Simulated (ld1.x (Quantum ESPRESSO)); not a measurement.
**sulfur: one change to a TM potential, before and after**

| Quantity | Value |
| --- | --- |
| Element | sulfur (S) |
| Generator | ld1.x (Quantum ESPRESSO) 7.5 |
| Type | norm-conserving Troullier–Martins (Kleinman–Bylander form) |
| Functional | PW91 |
| Relativity | scalar-relativistic |
| Frozen core | [Ne] |
| Valence charge | 6 |
| Reference configuration | 3s2 3p2 (charge +2) |
| Partial waves | 3p (bound): rc 1.40 bohr; 3s (bound): rc 1.25 bohr |
| Local potential | the s channel |
| Core correction | Bessel-smoothed model core inside 1.25 bohr |

Change: wave 3s (bound): rc 1.25 bohr becomes 3s (bound): rc 1.86 bohr.

Cutoffs: the cutoffs (Ry, on a coarse ladder) from which the occupation-weighted sum of valence levels, in a spherical-Bessel basis at the reference potential, stays within 10 and 1 mRy of its value at 400 Ry; they do not see the model core or the augmentation charge, which bear on the density cutoff. Errors are all-electron minus pseudo energies relative to the spin-unpolarised reference configuration.

Q: What does the change do?

A: The potential gets softer (45 Ry and 70 Ry → 30 Ry and 50 Ry); of the 7 tests that both files solve, the error grows in 7 and shrinks in 0 by more than 15 % and 0.3 meV (median size 25.0 → 50.5 meV); neither file shows a bound ghost. A larger radius leaves more room for a smooth pseudo-wave, so fewer plane waves are needed. More of the atom is replaced by a form fitted at one configuration, so other configurations suffer.

| quantity | base | changed |
| --- | --- | --- |
| cutoff, loose | 45 Ry | 30 Ry |
| cutoff, tight | 70 Ry | 50 Ry |
| loose cutoff by channel (10 mRy a level) | p 12 Ry, s 25 Ry | p 12 Ry, s 18 Ry |
| bound ghosts | none | none |
| error for 3s2 3p4, meV [ΔE -34.17 eV] | +30 | +58 |
| error for 3s2 3p3, meV [ΔE -22.35 eV] | +12 | +21 |
| error for 3s2 3p1, meV [ΔE 34.12 eV] | +17 | +32 |
| error for 3s1 3p5, meV [ΔE -23.85 eV] | +25 | +51 |
| error for 3s2 3p4.3, meV [ΔE -35.89 eV] | +35 | +68 |
| error for 3s2 3p0, meV [ΔE 81.02 eV] | +95 | +163 |
| error for 3s2 3p3.5, meV [ΔE -29.48 eV] | +21 | +40 |
